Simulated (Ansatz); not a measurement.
Reactions of H3InOZn, SMILES `[OH][InH][ZnH]`.

Isolated molecules relaxed with PBE0-D4/def2-TZVP in Ansatz; ΔE leaves out vibrations. CCSD(T)/CBS adds triple-zeta CCSD(T) − MP2 to the extrapolated MP2 energy (def2 sets, frozen cores). This one scheme is used for every species. DFT in def2-TZVPP. def2 core potentials past Kr. For Ga, In, Zn outer-core shells are correlated without core-valence functions, which leaves a few kJ/mol of doubt a bond. Scalar relativity is left out up to krypton. One conformer a species, not always the lowest.

```json
{"reaction": "`[OH][InH][ZnH]` + `N[SiH3]` → `[OH][InH][NH][SiH3]` + `[ZnH2]`", "CCSD(T)/CBS(def2) (kcal/mol)": "10.0"}
{"reaction": "`[OH][InH][ZnH]` + `O[SiH2]F` → `F[SiH2][O][ZnH]` + `[OH][InH2]`", "CCSD(T)/CBS(def2) (kcal/mol)": "-2.9"}
{"reaction": "`[OH][InH][ZnH]` + silanol → `[SiH3][O][ZnH]` + `[OH][InH2]`", "CCSD(T)/CBS(def2) (kcal/mol)": "-1.3"}
{"reaction": "`[OH][InH][ZnH]` + `[SH][GaH2]` → `[ZnH][S][GaH2]` + `[OH][InH2]`", "CCSD(T)/CBS(def2) (kcal/mol)": "?"}
{"reaction": "`[OH][InH][ZnH]` + `BS` → `B[S][ZnH]` + `[OH][InH2]`", "CCSD(T)/CBS(def2) (kcal/mol)": "-5.4"}
```

Question: Fill in the missing values. (An estimate is asked.)

Answer: Ansatz gave: `[OH][InH][ZnH]` + `[SH][GaH2]` → `[ZnH][S][GaH2]` + `[OH][InH2]`: -9.2 kcal/mol.

Largest T1 diagnostic: 0.017, for `[OH][InH][ZnH]`.
